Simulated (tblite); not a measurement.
Compound: C5H8ClOSi (doublet state).
Geometry (GFN2-xTB, Å), atoms numbered from 1 in this order:
```
atom  x, y, z in Å
C1    -1.710   -1.425    0.576
C2    -1.108   -0.426   -0.017
C3    -1.172    0.890   -0.681
O4    -1.554    2.061   -0.039
C5     0.162    0.199   -0.411
Cl6    0.977   -0.484   -1.835
C7     1.138    0.687    0.630
Si8    2.447   -0.646    1.014
H9    -1.159   -2.272    0.954
H10   -2.781   -1.443    0.701
H11   -1.521    0.924   -1.707
H12   -1.278    2.028    0.883
H13    0.579    0.949    1.532
H14    1.623    1.598    0.272
H15    1.828   -1.921    1.347
H16    3.521   -0.711    0.039
```

Computed values, GFN2-xTB/tblite, gas phase, harmonic and unscaled. Against measured fundamentals such values can be off by several per cent, at times by over 20. Modes of hydrogen on silicon can be 10 to 20 % off. One conformer, not necessarily the lowest. Open shells enter through the occupations alone, without spin polarisation, and single modes of such species can be off by tens of per cent.

Harmonic wavenumbers (cm⁻¹): 36.3, 90.0, 132.2, 155.4, 164.3, 183.5, 220.2, 258.7, 301.7, 344.7, 483.9, 492.5, 538.4, 559.8, 611.3, 693.4, 726.2, 758.0, 787.2, 827.6, 894.7, 905.6, 941.4, 1021.5, 1054.8, 1135.4, 1159.7, 1213.8, 1234.7, 1257.7, 1339.1, 1422.7, 1457.3, 1853.9, 2317.6, 2356.5, 2954.5, 2966.9, 3036.2, 3077.8, 3099.6, 3541.5.

A = 1781, B = 1027, C = 947.3 MHz; mass 147.003 u (most abundant isotopes); point group C1, symmetry number 1; spin multiplicity 2.

Zero-point energy?

Half the sum of the wavenumbers: 24304 cm⁻¹ = 290.74 kJ/mol.

Entropy at 350 K, 1 bar (ideal gas, RRHO, classical rotation)?

Translation 174.43, rotation 125.88, vibration 150.54, spin (R ln 2) 5.76: S = 456.6 J/(mol K).

And Cp and H(350 K) − H(0)?

Cp = 182.71 J/(mol K), of which vibrations give 149.45 (their classical limit is 42 R = 349.2); H(350 K) − H(0) = 39.16 kJ/mol without the zero-point energy, 27.52 from vibrations.

How do the functions run with temperature in this model?

```tsv
T (K)	S (J/(mol K))	Cp (J/(mol K))	H − H(0) (kJ/mol)	G − H(0) (kJ/mol)	ln q(vib)
100	301.0	82.2	5.52	-24.58	1.76
200	371.5	125.1	15.94	-58.36	4.52
300	429.8	164.8	30.47	-98.48	7.29
500	529.5	226.0	70.00	-194.74	12.61
800	648.6	279.8	146.66	-372.22	19.84
1000	713.6	302.5	205.01	-508.60	24.16
```

q(vib) and H(0) count from the zero-point level.

What must be added to the electronic energy to get the Gibbs energy at 350 K and 1 bar?

ZPE + [H(350 K) − H(0)] − T·S = 290.74 + 39.16 − 159.81 = 170.09 kJ/mol.

Which modes carry the vibrational entropy at 350 K?

36.3 cm⁻¹: 24.14; 90.0 cm⁻¹: 16.63; 132.2 cm⁻¹: 13.49; 155.4 cm⁻¹: 12.18; 164.3 cm⁻¹: 11.73; 183.5 cm⁻¹: 10.85 J/(mol K); the other 36 give 61.52 together.

Blend soft modes into free rotors: weight 1/[1 + (100 cm⁻¹/ν̃)⁴] for the oscillator and the rest for a rotor with moment μB/(μ + B), μ = h/(8π²ν), B = 10⁻⁴⁴ kg m². What vibrational entropy results?

140.32 J/(mol K) in place of 150.54, which changes −T·S at 350 K by +3.58 kJ/mol.

Hindered rotation and anharmonicity are outside this model. Other conformers, if any are populated, would add a mixing term that is left out. The structure is chiral; the term R ln 2 for an equal mix with its mirror image is left out.

Time: 0.66 s of wall time. Hardware: an Arm Neoverse V1 with one thread, shared host with 32 logical CPUs at a one-minute load of 20. The figure is for the frequency step alone.
